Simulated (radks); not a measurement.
Results of a calculation; reference values are marked as such.
Charge is removed step by step from the 3s1/2 level of Cr3+, starting from [Ar] 3d3. Code: a radial shooting solver on a logarithmic mesh with Libxc functionals. Model: Dirac Kohn-Sham, PBEsol, spin-unpolarised, spherical densities, finite nucleus; open shells fill j = l - 1/2 first; Fermi nuclear charge, rms radius 3.6452 fm.

removed (e)  E - E(0) (eV)  eigenvalue (eV)  E minus straight line (eV)
0                    0.000          -112.40                       0.000
0.25                28.745          -117.57                      -1.984
0.5                 58.796          -122.85                      -2.662
0.75                90.178          -128.22                      -2.008
1                   122.91          -133.68                       0.000

Removing the whole electron costs 122.91 eV by Delta-SCF, against 112.40 eV from minus the eigenvalue at the starting occupation. Slater's transition state (half an electron removed) gives 122.85 eV. Integrating minus the eigenvalue over the occupation (Janak's theorem) gives 122.91 eV. The mean slope of the eigenvalue, de/dn, is 21.3 eV per electron.
